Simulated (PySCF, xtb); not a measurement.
BFHO, SMILES B(=[OH+])F, charge +1.

GFN2-xTB in xtb 6.7.1 at its own geometry gives an orbital gap of 9.26 eV.

Coordinates come from a B3LYP-D3(BJ)/def2-TZVP optimisation. The geometry has at least one imaginary mode, so it is a saddle point at that level. The isomer is the one that the SMILES or the coordinates give; other isomers of the formula were not compared.

Q: What does r2SCAN/def2-TZVPD run with PySCF give? (Estimate from the structure and the level; the computed values follow.)

A: gap 10.83 eV (levels -18.29 and -7.47 eV).
